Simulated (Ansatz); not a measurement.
CH3FIIn, SMILES `[CH3][In]([F])[I]`. Charge 0, multiplicity 1. In, I: def2 effective core potential. The structure was optimised at the PBE0-D4/def2-TZVP level.

```xyz
7

C     0.469    0.463    0.933
In   -0.350   -0.366   -0.847
F     0.524    0.023   -2.548
I    -2.453   -1.919   -1.232
H    -0.280    1.094    1.409
H     0.740   -0.346    1.611
H     1.349    1.050    0.674
```

Q: What is the dipole moment at PBE/def2-TZVPP? (An estimate is asked.)

A: Ansatz gave: 3.46 D, with components (0.44, 0.77, 3.34) D in this frame, pointing from negative to positive charge.

Q: And with r2SCAN, B3LYP, ωB97M-V? (Estimate.)

A: Ansatz gave: r2SCAN 3.58 D, B3LYP 3.59 D, ωB97M-V 3.56 D.

Q: Give the Mulliken charges with PBE, B3LYP, ωB97M-V in def2-TZVPP. (Best estimate.)

A: Computed: 
```
atom    PBE  B3LYP  ωB97M-V
  C1  -0.50  -0.51    -0.56
 In2   0.80   0.88     0.84
  F3  -0.43  -0.49    -0.49
  I4  -0.27  -0.28    -0.25
  H5   0.13   0.13     0.14
  H6   0.13   0.13     0.14
  H7   0.14   0.14     0.16
```

B3LYP here is the variant with VWN-RPA as its local correlation; programs differ in this.
